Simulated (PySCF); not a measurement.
Core-level binding energies of `COC(F)(F)[SiH3]`

Species: C2H6F2OSi.
Atom-mapped SMILES: `[CH3:1][O:2][C:3]([F:4])([F:5])[SiH3:6]`

Cartesian coordinates in Å at the GFN2-xTB level; atoms count from 1:
```xyz
12
C2H6F2OSi angstrom
C      1.967   -0.162    0.399
O      0.740   -0.254   -0.329
C     -0.365    0.182    0.299
F     -0.227    1.495    0.700
F     -0.552   -0.477    1.497
Si    -1.872   -0.051   -0.892
H      1.916   -0.761    1.310
H      2.733   -0.554   -0.264
H      2.183    0.877    0.652
H     -3.040    0.433   -0.162
H     -1.923   -1.482   -1.167
H     -1.559    0.754   -2.067
```

Computed with delta-SCF UKS SCAN, pcX-2 on the ionised atom, pcseg-1 elsewhere, spin-free X2C (PySCF). Vertical ΔSCF values, vacuum level as zero.

Q: List the computed XPS lines with their assignment.

A: 
| atom(s) | bonded to | level | binding energy (eV) | 2p1/2 (eV) | above the level's lowest (eV) | count |
| --- | --- | --- | --- | --- | --- | --- |
| C1 | O and 3 H | C 1s | 292.56 | – | 0.00 | 1 |
| O2 | 2 C | O 1s | 539.53 | – | 0.00 | 1 |
| C3 | 2 F, O and Si | C 1s | 296.03 | – | +3.47 | 1 |
| F4/F5 | C | F 1s | 692.69 | – | 0.00 | 2 |
| Si6 | C and 3 H | Si 2p3/2 | 107.23 | 107.85 | 0.00 | 1 |
| Si6 | C and 3 H | Si 1s | 1846.91 | – | 0.00 | 1 |

The listed C 1s values span 3.47 eV, from C1 (bonded to O and 3 H) to C3 (bonded to 2 F, O and Si).

Q: Which effective nuclear charge Zeff reproduces each element's mean 1s value in the hydrogen-like formula E = 13.606 eV × Zeff²?

A: C (Z = 6): mean 294.3 eV, Zeff = 4.65, Z − Zeff = 1.35; O (Z = 8): mean 539.5 eV, Zeff = 6.30, Z − Zeff = 1.70; F (Z = 9): mean 692.7 eV, Zeff = 7.14, Z − Zeff = 1.86; Si (Z = 14): mean 1846.9 eV, Zeff = 11.65, Z − Zeff = 2.35. Means run over the listed sites, weighted by atom count.

Q: Which photon wavelength matches the C 1s of C1 threshold?

A: λ = hc/E = 12398.42 eV Å / 292.56 eV = 42.379 Å.

The first atom of each set that the bonding makes equivalent was ionised and stands for the set. For 2p shells one spin-free hole was relaxed; a mean-field spin–orbit operator and the ground-state splitting of the three 2p orbitals were then diagonalised within the shell. The shell's mean is (2 × 2p3/2 + 2p1/2)/3, and the degeneracies 2j + 1 give areas of 2:1. 2p1/2 minus 2p3/2 (ligand field included): Si 0.62 eV. The structure is a single GFN2-xTB conformer in the gas phase; no vibrational or solvent corrections.
